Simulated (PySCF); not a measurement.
C2H6GeSi, SMILES C1=[CH][GeH2][SiH2]1.

Geometry: B3LYP-D3(BJ)/def2-SVP. The structure was generated by enumeration, and PubChem lists no compound with its InChIKey, so it may never have been made.

Level of theory: TDDFT-PBE0/def2-SVPD (PySCF).

Vertical excitations.  State labels are in the subgroup Cs.

**Question.** List the lowest excited states. (An estimate is asked for; the answer gives what the named calculation found.)

**Answer.** 
```csv
state,symmetry,energy (eV),λ (nm),f,main pairs
S1,A",5.49,226,0.001,HOMO→LUMO 97 %
S2,A",5.86,212,0.002,HOMO−2→LUMO 95 %
S3,A',6.19,200,0.018,"HOMO→LUMO+1 51 %, HOMO−1→LUMO 36 %"
S4,A",6.53,190,0.001,HOMO−1→LUMO+1 99 %
S5,A',6.57,189,0.015,"HOMO→LUMO+2 59 %, HOMO−2→LUMO+1 25 %"
S6,A',6.77,183,0.050,"HOMO−2→LUMO+1 55 %, HOMO→LUMO+2 29 %"
S7,A",6.89,180,0.005,HOMO−1→LUMO+2 94 %
S8,A',6.97,178,0.136,"HOMO→LUMO+3 61 %, HOMO−1→LUMO 13 %, HOMO→LUMO+1 12 %"
S9,A',7.07,175,0.408,"HOMO→LUMO+3 34 %, HOMO→LUMO+1 24 %, HOMO−1→LUMO 22 %, HOMO−2→LUMO+1 10 %"
S10,A",7.20,172,0.042,HOMO→LUMO+4 86 %
T1,A',4.15,299,0,HOMO−1→LUMO 93 %
T2,A",5.09,243,0,"HOMO−2→LUMO 55 %, HOMO→LUMO 43 %"
T3,A',5.35,232,0,HOMO→LUMO+1 94 %
T4,A",5.43,228,0,"HOMO→LUMO 55 %, HOMO−2→LUMO 42 %"
```
Triplets are in the Tamm–Dancoff approximation, which puts them higher than full response would, so one can lie above its singlet here.
